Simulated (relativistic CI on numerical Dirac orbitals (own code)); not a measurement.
Calculated at this level of theory: Dirac-Coulomb-Breit CI, KLI orbitals optimised for each configuration, QED by a radiative potential, unscaled Slater integrals (own radial code, finite nucleus).

The strongest absorption lines from the ground level of an ion, among the configurations computed and to levels below about 8000 eV (vacuum wavelength in nm, gf): 0.15520 (0.049), 0.15563 (0.027), 0.17268 (0.12), 0.17372 (0.065), 0.22827 (0.45), 0.23264 (0.27), 2.6926 (0.15), 10.599 (0.017).

(1) Which ion is it?
A. I XLIX
B. Pm LIX
C. Rh XLIII
D. I LI

## Answers

(1) D. I LI has 3 electrons and the ground level 2s 2S_1/2; the strongest line goes to 3p 2P°_3/2. The pattern of lines fixes the number of electrons, and along that sequence the line energies rise steadily with the charge (about as its square where n changes within one kind of shell, about linearly where n is kept but much faster in heavy ions where fine structure, which grows about as Z⁴, sets the gap, and irregularly where shells cross), which fixes Z. Configurations outside the model, such as inner-shell arrays, can give stronger lines. At this charge energies of transitions that change n are usually good to better than 1 %, and those within a shell (Δn = 0) to a few per cent.
